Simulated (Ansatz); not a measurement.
Geometry optimisation, Ansatz, RKS PBE-D4/def2-SVPD.

input.yaml

```yaml
crystal:
  periodic: [false, false, false]
  atoms:
    - { symbol: Al, position_ang: [-0.9608, 1.9299, 0.2845] }
    - { symbol: C, position_ang: [0.2046, 0.4057, 0.1033] }
    - { symbol: O, position_ang: [-0.5932, -0.7215, -0.224] }
    - { symbol: Al, position_ang: [0.6231, -2.1892, -0.3778] }
    - { symbol: H, position_ang: [-1.0905, 2.7676, 1.6344] }
    - { symbol: H, position_ang: [-1.9036, 2.4414, -0.9724] }
    - { symbol: H, position_ang: [0.9611, 0.6455, -0.7023] }
    - { symbol: H, position_ang: [0.7642, 0.3055, 1.0756] }
    - { symbol: H, position_ang: [1.197, -2.5424, -1.7482] }
    - { symbol: H, position_ang: [0.8812, -3.0936, 0.9298] }
basis:
  gaussian: { orbitals: def2-SVPD }
hamiltonian:
  xc: pbe
  dispersion: d4
relax:
  f_tol: 0.015
  max_steps: 40
```

Run as:

```bash
$ ansatz run input.yaml --threads 2 --pin off --max-ram 3072MiB --backend cpu --events-out ev --progress --plain --runs-dir out
```

**Question.** Where does it end, and by what steps?

**Answer.** The forces met the threshold. After 15 steps the energy has fallen by 0.935 eV; H5 moved furthest, 1.01 Å. Joined: Al1–O3, C2–Al4.

```
step  energy less start (eV)  largest force component (eV/Å)  accepted
   0                  0.0000                           2.261       yes
   1                 -0.2640                           1.365       yes
   2                 -0.3428                           0.438       yes
   3                 -0.3592                           0.279       yes
   4                 -0.4130                           0.390       yes
   5                 -0.5122                           0.581       yes
   6                 -0.6735                           0.692       yes
   7                 -0.8091                           0.509       yes
   8                 -0.8318                           0.712       yes
   9                 -0.8829                           0.358       yes
  10                 -0.9122                           0.239       yes
  11                 -0.9118                           0.348        no
  12                 -0.9085                           0.899        no
  13                 -0.9276                           0.074       yes
  14                 -0.9344                           0.048       yes
  15                 -0.9346                           0.011       yes
```

```xyz
10
Properties=species:S:1:pos:R:3
Al -1.031 1.535 0.205
C 0.666 0.468 0.056
O -0.653 -0.310 -0.036
Al 0.384 -1.763 -0.228
H -1.541 1.860 1.678
H -1.557 2.222 -1.132
H 1.221 0.467 -0.903
H 1.232 0.225 0.978
H 0.678 -2.194 -1.725
H 0.684 -2.560 1.110
```

Whether the end is a true minimum wasn't checked by a vibrational analysis.

Run time: 47 s on 2 threads of Arm Neoverse V1 (shared host), peak memory 0.17 GiB.
